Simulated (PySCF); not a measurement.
# C8H14: full NMR table

- Formula: C8H14
- SMILES: C1CC[C@H]2CC[C@H]2C1
- Point group of the computed structure: C1
- Degrees of unsaturation: 2
- Carbon signals: 4
- Proton signals: 7

Bonds (- single, = double, # triple, : aromatic): C1-C2, C2-C3, C3-C4, C4-C5, C5-C6, C6-C7, C7-C8, C8-C1, C7-C4. C1 carries H9, H10; C2 carries H11, H12; C3 carries H13, H14; C4 carries H15; C5 carries H16, H17; C6 carries H18, H19; C7 carries H20; C8 carries H21, H22. Stereochemistry as in C1CC[C@H]2CC[C@H]2C1. H16, H19 are cis to C3 on the ring; H9, H12, H13, H22 are cis to C5 on the ring; H17, H18 are trans to C3 on the ring; H10, H11, H14, H21 are trans to C5 on the ring.

Equivalent nuclei averaged, non-relativistic Hamiltonian, a single conformation, no solvent. PBE0-D3(BJ)/def2-SVP structure; GIAO PBE0/pcSseg-1 shieldings; PySCF.

Referencing at the same level of theory: TMS for 1H, 13C.

| carbon | δC, type | δH (multiplicity) | HMBC from (2–3 bonds) | span of the C tensor (ppm) |
| --- | --- | --- | --- | --- |
| C1/C2 | 24.9, CH2 | H9 1.37 (m); H10 1.18 (m) | H15/H20, H14/H21, H9/H12, H13/H22, H10/H11 | 14 |
| C3/C8 | 30.0, CH2 | H13 1.28 (m); H14 1.49 (m) | H15/H20, H17/H18, H16/H19, H9/H12, H10/H11 | 17 |
| C4/C7 | 34.2, CH | 2.01 (m) | H15/H20, H17/H18, H16/H19, H14/H21, H9/H12, H13/H22, H10/H11 | 20 |
| C5/C6 | 25.6, CH2 | H16 1.60 (m); H17 1.75 (m) | H15/H20, H17/H18, H16/H19, H14/H21, H13/H22 | 36 |

- Carbon types of the structure: 2 × CH, 6 × CH2, which accounts for all hydrogens.
- δC 34.2: sp3 CH in a ring; saturated and bonded to C and H only.
- δC 30.0, 25.6, 24.9: sp3 CH2 in a ring; saturated and bonded to C and H only.
- δH 2.01: hydrogen on an sp3 CH in a ring.
- δH 1.75, 1.60, 1.49, 1.37, 1.28, 1.18: hydrogen on an sp3 CH2 in a ring; far from electronegative atoms and π systems.

Shifts are as computed. Against solution values, carbons near 30 ppm lie about +2 ppm off and those near 130 ppm about +5 ppm. Of 1211 compounds with measured shifts, 218 miss one by over three times the rms of a fit or turn the order of signals round; such compounds aren't used in these exercises. No couplings were computed; multiplicities are counted from neighbouring protons, with m where these are inequivalent, close in shift, in a saturated or five-membered ring or joined by F or P, and br s for small geminal =CH2 splittings.
